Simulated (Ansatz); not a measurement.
C₂H₃GaNO, SMILES `[CH3][Ga][N]=C=O` radical, relaxed with UKS PBE0-D4/def2-TZVP in the Gaussian-basis code of Ansatz from a GFN2-xTB geometry. The force threshold is 0.005 eV/Å; the program also tests the step.

The species carries charge 0 and has multiplicity 2.

Start:

```xyz
8

C    -0.341    1.257    1.215
Ga    0.214    0.932   -0.876
N     0.310   -0.963   -1.142
C     0.472   -2.024   -1.664
O     0.620   -3.077   -2.131
H    -1.375    0.942    1.326
H     0.320    0.627    1.803
H    -0.220    2.307    1.469
```

Problem. By how much does the energy fall, and how many steps does the optimiser take? (Estimate.)

Solution. Computed: 20.51 kJ/mol, in 14 steps, 1 of them rejected.

Problem. Which bonds change most? (Estimate.)

Solution. The calculation gave: C1–Ga2 from 2.188 to 1.993 Å; Ga2–N3 from 1.916 to 1.871 Å; N3–C4 from 1.193 to 1.202 Å; C4–O5 from 1.162 to 1.168 Å.

Problem. Give the relaxed structure. (Estimate.)

Solution. The calculation gave: 
```xyz
8

C    -0.316    1.283    1.161
Ga    0.290    0.712   -0.650
N     0.230   -1.143   -0.887
C     0.444   -2.021   -1.680
O     0.637   -2.910   -2.413
H    -1.340    0.923    1.292
H     0.331    0.793    1.892
H    -0.277    2.363    1.285
```
